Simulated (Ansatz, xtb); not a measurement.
Pulling on the C3–H4 bond in CH4Si (SMILES C[SiH]) (multiplicity 1 held, fragments rigid). Energies count from the point at 1.090 Å.
Geometry at that point (charge 0, multiplicity 1):
```tsv
atom	x (Å)	y (Å)	z (Å)
Si	-0.4428	-0.3373	0.5178
H	-1.4299	-0.7004	-0.5909
C	0.7708	0.5441	-0.6507
H	1.6471	0.9486	-0.1444
H	0.2562	1.3587	-1.1749
H	1.1017	-0.1488	-1.4339
```

Restricted levels (R-, RO-) in cc, def2 and unpolarised 6-31G sets keep to the state of the molecule at rest. Unrestricted levels (U-) break spin symmetry where that is lower. Active spaces are followed from a long bond inwards. Levels need not reach the same state.

Cores are frozen in the correlated methods.

Run with Ansatz (an electronic-structure program) with Gaussian orbitals; xtb for the GFN methods. Values without a source in brackets are computed. The GFN methods have no spin term and hold the electronic entropy of 300 K.

Energies in kcal/mol.

| R (Å) | GFN2-xTB | U-MP2/cc-pV(D+d)Z | U-SCS-MP2/cc-pV(D+d)Z | R-CCSD(T)/cc-pV(D+d)Z | FIC-MRCISD on CASSCF(2,2)/cc-pV(D+d)Z | FIC-MRCISD+Q on CASSCF(2,2)/cc-pV(D+d)Z |
|---|---|---|---|---|---|---|
| 0.872 | 28.1 | 33.5 | 33.7 | 34.0 | 33.8 | 33.9 |
| 0.981 | 5.2 | 7.3 | 7.4 | 7.6 | 7.5 | 7.5 |
| 1.090 | 0.0 | 0.0 | 0.0 | 0.0 | 0.0 | 0.0 |
| 1.199 | 3.7 | 3.1 | 3.0 | 2.7 | 2.7 | 2.7 |
| 1.308 | 11.6 | 11.7 | 11.4 | 10.8 | 10.8 | 10.8 |
| 1.471 | 26.6 | 29.1 | 28.5 | 27.1 | 26.9 | 27.1 |
| 1.635 | 42.5 | 47.7 | 46.8 | 44.2 | 43.8 | 44.1 |
| 1.907 | 67.0 | 85.5 | 86.0 | 69.0 | 68.3 | 68.7 |
| 2.180 | 86.7 | 100.5 | 101.3 | 86.7 | 85.9 | 86.5 |
| 2.507 | 103.7 | 107.0 | 108.0 | 98.8 | 98.7 | 99.3 |
| 2.943 | 117.1 | 109.6 | 110.6 | 102.7 | 106.1 | 106.9 |
| 3.488 | 124.4 | 110.4 | 111.4 | 98.4 | 108.8 | 109.6 |

Doubts at one or more of the structures used: a spin-contaminated determinant (U-MP2/cc-pV(D+d)Z, U-SCS-MP2/cc-pV(D+d)Z); a restricted determinant that unrestricted orbitals would lower (R-CCSD(T)/cc-pV(D+d)Z); other coupled-cluster roots lie near (R-CCSD(T)/cc-pV(D+d)Z); T1 above 0.05 (R-CCSD(T)/cc-pV(D+d)Z).
